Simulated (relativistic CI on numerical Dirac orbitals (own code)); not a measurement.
## Electric-dipole transitions in Sb23+

Calculated at this level of theory: Dirac-Coulomb-Breit CI, separate exchange-only KLI orbitals for each configuration, a model potential for QED, unscaled Slater integrals (own radial code, finite nucleus).

Configuration list (outside the closed core [Ne]): 3s2 3p6 3d10, 3s2 3p6 3d9 4s, 3s2 3p6 3d9 4p, 3s2 3p6 3d9 4d, 3s2 3p6 3d9 4f, 3s2 3p5 3d10 4s, 3s2 3p6 3d8 4s2, 3s2 3p6 3d8 4s 4p, 3s2 3p5 3d10 4p, 3s2 3p6 3d9 5s, 3s2 3p6 3d8 4p2, 3s2 3p6 3d9 5p, 3s2 3p6 3d8 4s 4d, 3s2 3p5 3d10 4d, 3s2 3p6 3d9 5d, 3s 3p6 3d10 4s, 3s2 3p6 3d8 4p 4d, 3s2 3p6 3d9 5f, 3s2 3p5 3d9 4s2, 3s2 3p6 3d9 5g, 3s 3p6 3d10 4p, 3s2 3p6 3d8 4d2, 3s2 3p5 3d10 4f, 3s2 3p5 3d9 4s 4p, 3s2 3p6 3d9 6s, 3s2 3p6 3d9 6p, 3s2 3p6 3d9 6d, 3s2 3p5 3d9 4p2, 3s2 3p5 3d9 4s 4d, 3s 3p6 3d10 4d, 3s 3p6 3d9 4s2, 3s2 3p5 3d10 5s, 3s2 3p5 3d9 4p 4d, 3s2 3p5 3d10 5p, 3s 3p6 3d9 4s 4p, 3s2 3p4 3d10 4s2. Levels of other configurations are missing.

| λ vac (Å) | Lower | Upper | A (s⁻¹) | gf | Branching (%) |
| --- | --- | --- | --- | --- | --- |
| 13.714 | 3s2 3p6 3d10 1S_0 [1] | 3s2 3p6 3d9 5f 1P°_1 [148] | 1.36e+13 | 1.15e+00 | 98.0 |
| 13.747 | 3s2 3p6 3d10 1S_0 [1] | 3s2 3p5 3d10 4d 3D°_1 [145] | 1.60e+13 | 1.36e+00 | 90.4 |
| 17.111 | 3s2 3p6 3d10 1S_0 [1] | 3s2 3p6 3d9 4f 1P°_1 [57] | 3.82e+13 | 5.03e+00 | 99.6 |
| 52.763 | 3s2 3p6 3d9 4s 3D_3 [2] | 3s2 3p5 3d10 4s 3P°_2 [55] | 7.27e+11 | 1.52e+00 | 84.9 |
| 52.832 | 3s2 3p6 3d9 4p 3F°_4 [10] | 3s2 3p5 3d10 4p 3D_3 [62] | 7.89e+11 | 2.31e+00 | 80.2 |
| 61.620 | 3s2 3p6 3d9 4f 3H°_6 [39] | 3s2 3p6 3d9 5g 3I_7 [136] | 1.63e+12 | 1.39e+01 | 99.9 |
| 61.697 | 3s2 3p6 3d9 4f 3H°_4 [49] | 3s2 3p6 3d9 5g 3I_5 [152] | 1.57e+12 | 9.83e+00 | 96.3 |
| 61.732 | 3s2 3p6 3d9 4f 3H°_5 [40] | 3s2 3p6 3d9 5g 1I_6 [135] | 1.58e+12 | 1.17e+01 | 97.0 |
| 61.915 | 3s2 3p6 3d9 4f 1H°_5 [50] | 3s2 3p6 3d9 5g 3I_6 [153] | 1.60e+12 | 1.20e+01 | 98.7 |
| 62.180 | 3s2 3p6 3d9 4f 3F°_4 [43] | 3s2 3p6 3d9 5g 3G_5 [140] | 1.20e+12 | 7.67e+00 | 76.8 |
| 62.270 | 3s2 3p6 3d9 4f 1G°_4 [44] | 3s2 3p6 3d9 5g 1H_5 [142] | 1.41e+12 | 8.99e+00 | 87.2 |
| 62.376 | 3s2 3p6 3d9 4f 3G°_5 [45] | 3s2 3p6 3d9 5g 3H_6 [143] | 1.42e+12 | 1.08e+01 | 88.0 |
| 62.400 | 3s2 3p6 3d9 4f 3G°_4 [53] | 3s2 3p6 3d9 5g 3H_5 [157] | 1.45e+12 | 9.34e+00 | 91.7 |
| 137.77 | 3s2 3p6 3d9 4p 3F°_2 [8] | 3s2 3p6 3d9 4d 3G_3 [29] | 1.07e+11 | 2.13e+00 | 80.4 |
| 138.68 | 3s2 3p6 3d9 4p 3F°_3 [7] | 3s2 3p6 3d9 4d 3G_4 [19] | 1.19e+11 | 3.10e+00 | 90.3 |
| 150.18 | 3s2 3p6 3d9 4d 3G_4 [19] | 3s2 3p6 3d9 4f 3H°_5 [40] | 1.01e+11 | 3.74e+00 | 95.7 |
| 154.45 | 3s2 3p6 3d9 4d 3G_5 [23] | 3s2 3p6 3d9 4f 3H°_6 [39] | 9.71e+10 | 4.51e+00 | 100.0 |
| 157.34 | 3s2 3p6 3d9 4p 3F°_3 [15] | 3s2 3p6 3d9 4d 3G_4 [32] | 9.85e+10 | 3.29e+00 | 99.2 |
| 157.46 | 3s2 3p6 3d9 4p 3F°_4 [10] | 3s2 3p6 3d9 4d 3G_5 [23] | 9.80e+10 | 4.01e+00 | 100.0 |
| 205.38 | 3s2 3p6 3d9 4s 3D_3 [2] | 3s2 3p6 3d9 4p 3F°_4 [10] | 3.58e+10 | 2.04e+00 | 100.0 |

Terms are leading LS components. Brackets give the number of a level in order of energy, since labels repeat. The list gives strong lines, with weight on those to low levels, without lines whose two gauges differ by over a factor of 2.5, among the lowest 400 of 2327 levels, so that lines to higher ones, which can be the strongest, are missing. Levels whose partners in the same complex of configurations lie outside the list can be far off, and so can their lines. Rates are taken at the computed energies, electric ones in the length gauge.

At this charge energies of transitions that change n are usually good to better than 1 %, and those within a shell (Δn = 0) to a few per cent.

(1) From the table, what is the radiative lifetime of 3s2 3p6 3d9 5f 1P°_1?

Results:

(1) The listed rates from this level add up to about 1.36e+13 s⁻¹, 98 % of its decay; with all channels τ = 7.20e-14 s.

LS names give the leading component of a level, which can be under half, so a name can repeat, a term be missing and a line seem to break the LS rules.
